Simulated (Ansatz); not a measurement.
Correlation energies of AlFH5NOSi, SMILES `[NH2][Al]([F])[O][SiH3]` by basis set

```tsv
atom	x (Å)	y (Å)	z (Å)
N1	-1.420	-1.831	0.826
Al2	0.143	-1.098	0.544
F3	1.495	-1.912	1.008
O4	0.285	0.402	-0.181
Si5	0.736	1.811	-0.850
H6	-2.300	-1.412	0.578
H7	-1.558	-2.729	1.257
H8	-0.376	2.352	-1.676
H9	1.069	2.798	0.212
H10	1.927	1.619	-1.719
```

Charge 0, multiplicity 1. The structure was optimised at the PBE0-D4/def2-TZVP level. It is one conformer, not always the lowest. Frozen core, restricted reference, the Gaussian-basis code of Ansatz. CBS rows extrapolate triple and quadruple zeta; past MP2 they add the triple-zeta difference.

```csv
basis,HF (Eh),MP2 corr.,CCSD corr.,(T),CCSD(T) total
def2-SVP,-762.38704,?,-0.73333,?,?
def2-TZVPP,-762.87798,-0.89709,-0.92710,-0.02971,-763.83479
def2-QZVPP,?,-0.97199,–,–,–
CBS(def2),?,-1.02747,-1.05748,as TZ,?
```

Problem. Fill in the withheld values. (Estimate.)

Solution. The calculation gave: def2-SVP MP2 corr.: -0.69534; def2-SVP (T): -0.01390; def2-SVP CCSD(T) total: -763.13427; def2-QZVPP HF (Eh): -762.90706; CBS(def2) HF (Eh): -762.91107; CBS(def2) CCSD(T) total: -763.99826.
